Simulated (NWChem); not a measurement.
Species: C3H10Si; SMILES C[SiH](C)C

```xyz
14

Si     0.0000     0.0000     0.3777
C     -1.7019     0.5401    -0.2230
C      1.3187     1.2039    -0.2230
C      0.3832    -1.7440    -0.2230
H      0.0000     0.0000     1.8793
H     -1.7452     0.5538    -1.3241
H     -2.4865    -0.1443     0.1365
H     -1.9480     1.5517     0.1365
H      2.3178     0.9112     0.1365
H      1.3522     1.2345    -1.3241
H      1.1183     2.2255     0.1365
H      0.3930    -1.7883    -1.3241
H     -0.3698    -2.4629     0.1365
H      1.3682    -2.0812     0.1365
```
Atoms are numbered in this order, from 1.

Computed with NWChem. Pople sets run with spherical d functions. The geometry was optimised at PBE0/def2-SVP.

Question: Taking Hartree-Fock/def2-TZVPD as the yardstick, which of these has the fewest basis functions while keeping “dipole (D)” within 0.1 D of it: Hartree-Fock/6-31+G*; Hartree-Fock/6-311++G**; Hartree-Fock/6-311G**; Hartree-Fock/6-31G*; Hartree-Fock/3-21G; Hartree-Fock/STO-3G?

Answer: Hartree-Fock/3-21G.
| level | basis functions | dipole (D) |
|---|---|---|
| Hartree-Fock/STO-3G | 34 | 0.10 |
| Hartree-Fock/3-21G | 60 | 0.55 |
| Hartree-Fock/6-31G* | 80 | 0.54 |
| Hartree-Fock/6-31+G* | 96 | 0.53 |
| Hartree-Fock/6-311G** | 140 | 0.52 |
| Hartree-Fock/6-311++G** | 166 | 0.51 |
| Hartree-Fock/def2-TZVPD | 244 | 0.54 |

The yardstick is one finite set, not the basis-set limit.
